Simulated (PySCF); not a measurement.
MO for M along the 5d metals

HF with triple-zeta basis sets in PySCF, for the lowest determinant that a PBE0 search found; no spin–orbit coupling. De refers to high-spin ground-configuration atoms. A positive dipole means M(−)O(+).

| M | basis | reference | state (unpaired electrons) | Re (Å) | ωe (cm⁻¹) | De (eV) | μ (D) |
| --- | --- | --- | --- | --- | --- | --- | --- |
| Hf | x2c-TZVPPall | RHF | singlet (closed shell) | 1.709 | 1057 | n/a | -3.93 |
| Ta | def2-TZVPP | ROHF | doublet (δ ↑) | 1.667 | 1123 | n/a | -3.33 |
| W | x2c-TZVPPall | ROHF | triplet (δ ↑↑) | 1.628 | 1202 | n/a | -2.91 |
| Re | def2-TZVPP | ROHF | sextet (σ ↑, π ↑↑, δ ↑↑) | 1.711 | 1001 | n/a | -4.67 |
| Os | x2c-TZVPPall | ROHF | quintet (σ ↑, π ↑↑, δ ↑) | 1.679 | 1052 | n/a | -4.42 |
| Ir | def2-TZVPP | ROHF | quartet (π ↑↑, δ ↑) | 1.682 | 1024 | n/a | -4.44 |
| Au | def2-TZVPP | ROHF | doublet (π ↑) | 1.982 | 547 | n/a | -5.10 |

The shortest bond is that of WO (1.628 Å), the longest that of AuO (1.982 Å).

The rows differ in basis set, which adds steps of its own.

The state changes along the series, so neighbouring rows are not always alike in their bonding.

De is left out where the level can put another filling of the metal’s s and d shells below the measured ground configuration, by anything from nothing to about 1 eV. Spin–orbit coupling is left out, which matters for elements this heavy, above all for dissociation energies. UHF is strongly spin-contaminated for WO, so the ROHF reference used there is far from stable. Hartree–Fock leaves out correlation, which carries a large part of most bond energies and some tenths to 1 eV of ionisation energies. With d or f electrons several states lie close, and the lowest PBE0 determinant need not be the measured ground state.
